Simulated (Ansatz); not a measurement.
Cost and result up the ladder for the cluster Rb₄H₄ (the lowest singlet isomer of a short search) (8 atoms). Charge 0, multiplicity 1. Geometry: PBE0-D4/def2-SVP.

```xyz
8

Rb    1.2274   -1.6638    0.2957
Rb   -1.2385    1.6555   -0.2929
Rb   -1.2559    0.3111   -4.0730
Rb    1.2685   -0.3027    4.0698
H     2.2675   -2.2702    2.7271
H    -0.1069   -0.5736   -1.8437
H    -2.2578    2.2779   -2.7302
H     0.0956    0.5658    1.8471
```

Ansatz on 4 threads of Arm Neoverse V1 on a shared host. Times are rough, and most runs start from the orbitals of an earlier one. ωB97M-V/def2-TZVP serves as the yardstick here, not as an exact answer. Differences are given only for rows in sets of like size (and for xTB, whose basis is part of the method), since another set adds its own error. Binding counts from free atoms at the same level (Rb doublet, H doublet; other spins of the atoms weren't run), without zero-point energy or a counterpoise term.

In the def2 sets Rb takes a core potential; there is no spin–orbit coupling. B3LYP takes the VWN-RPA correlation. HSE06 is defined as in plane-wave codes, on full-range PBE exchange. Correlated methods freeze no core orbitals; core or outer-core shells of Rb are correlated, in sets that lack core-valence functions. The structure comes from a short search, and lower isomers may exist.

Correlated methods converge slowly with the basis.

```
                           level  functions  wall time  binding energy per atom (eV)  difference from ωB97M-V/def2-TZVP (eV)
                    HF/def2-TZVP        156      1.1 s                          0.87                                   -0.57
                PBE0-D4/def2-SVP        116      1.9 s                          1.31                                       –
                PBE-D4/def2-TZVP        156      3.2 s                          1.32                                   -0.12
               PBE0-D4/def2-TZVP        156      3.3 s                          1.32                                   -0.12
               PBE-D4/def2-TZVPD        168      3.5 s                          1.33                                   -0.12
              B3LYP-D4/def2-TZVP        156      3.7 s                          1.40                                   -0.05
              HSE06-D4/def2-TZVP        156      3.7 s                          1.31                                   -0.13
             r2SCAN-D4/def2-TZVP        156      5.5 s                          1.35                                   -0.09
BHLYP-D4/def2-TZVP (with forces)        156      5.5 s                          1.39                                   -0.05
          CAM-B3LYP-D4/def2-TZVP        156      5.5 s                          1.41                                   -0.03
            r2SCAN-D4/def2-TZVPD        168        7 s                          1.35                                   -0.09
               ωB97M-V/def2-TZVP        156       16 s                          1.44                                    0.00
                B97M-V/def2-TZVP        156       18 s                          1.44                                    0.00
               CCSD(T)/def2-TZVP        156       59 s                          1.19                                   -0.25
```
